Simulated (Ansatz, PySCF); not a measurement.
Molecule: germanium monotelluride, GeTe (charge 0, singlet). 
Structure (B3LYP-D3(BJ)/def2-TZVP (Ansatz, a first-principles code) minimum search):
SMILES: [Ge]=[Te]
```xyz
2

Ge     0.0000     0.0000    -1.4601
Te     0.0000     0.0000     0.8985
```
Charge 0, spin multiplicity 1.

Property: atomisation energy (electronic, to ground-state atoms), in kcal/mol. Cores are frozen in the correlated levels unless marked. Open shells are spin-unrestricted. No spin-orbit coupling. The frozen core is the preceding noble-gas configuration, with the filled d and f shells of earlier blocks. In def2 rows, elements after Kr have scalar-relativistic effective core potentials. STO-3G rows are all-electron and non-relativistic. The coupled-cluster limit lacks core correlation, which all-electron functionals hold. Basis-set limits of correlation are two-point, X^-3; Hartree-Fock from the larger set.

| level | program | atomisation energy (kcal/mol) |
|---|---|---|
| r2SCAN0/def2-TZVPD | Ansatz | 97.1 |
| PW6B95-D4/def2-TZVPD | PySCF + dftd4 | 105.7 |
| MP2/STO-3G | Ansatz | 118.0 |
| MP2/def2-SVP | Ansatz | 91.9 |
| MP2/def2-QZVPP | Ansatz | 102.1 |
| MP2/CBS(def2-TZVPPD,def2-QZVPPD) | Ansatz | 104.7 |

Problem. Predict the CCSD(T)/CBS(def2-TZVPPD,def2-QZVPPD) result (Ansatz).

Solution. 102.2 kcal/mol
